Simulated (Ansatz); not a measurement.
Job for Ansatz (a quantum-chemistry and plane-wave program): R-r2SCAN/def2-TZVPPD on C2H4O3 (a complex), monomers drawn apart or pushed together. Files ending in .json are basis or fitting sets from the Basis Set Exchange.

Ansatz 0.2 input:
```yaml
crystal:
  periodic: [false, false, false]
  atoms:
    - {symbol: O, position_ang: [0.09206067, -1.04048031, -0.02434827]}
    - {symbol: C, position_ang: [-0.03155531, 0.03655820, 0.38639047]}
    - {symbol: O, position_ang: [-0.15904639, 1.13147955, 0.74846678]}
    - {symbol: C, position_ang: [-0.05427489, -0.12057943, 6.20604476]}
    - {symbol: O, position_ang: [0.16637635, -1.03845803, 5.14142994]}
    - {symbol: H, position_ang: [-0.99740339, -0.31683449, 6.72621727]}
    - {symbol: H, position_ang: [-0.10526978, 0.86899670, 5.75594492]}
    - {symbol: H, position_ang: [0.76475197, -0.13372024, 6.93237366]}
    - {symbol: H, position_ang: [0.20570528, -1.93300756, 5.49278251]}
basis:
  gaussian:
    orbitals: def2-TZVPPD.json
hamiltonian:
  xc: {name: r2SCAN}
scf: {lower_state_search: off}
```

The head of its log:

```
WARN ansatz: RAYON_NUM_THREADS=1 ignored (pool sized by the plan → 1); use --threads N
Functional definition: r2SCAN
these checks for a lower state are left out or cut short: stability, starts, cluster_reference, orbital_swaps, neighbouring_geometries, increment
integrals: 0.14 GiB planned
1136 factors; their error is unknown
mean field: 1.11 GiB planned
mean field evaluation 1: about -8270.3014 eV, gradient 7.6e1 eV
mean field evaluation 2: about -8253.9450 eV, gradient 1.2e2 eV
```

Question: Predict the final total energy.

Answer: -304.2879 hartree.
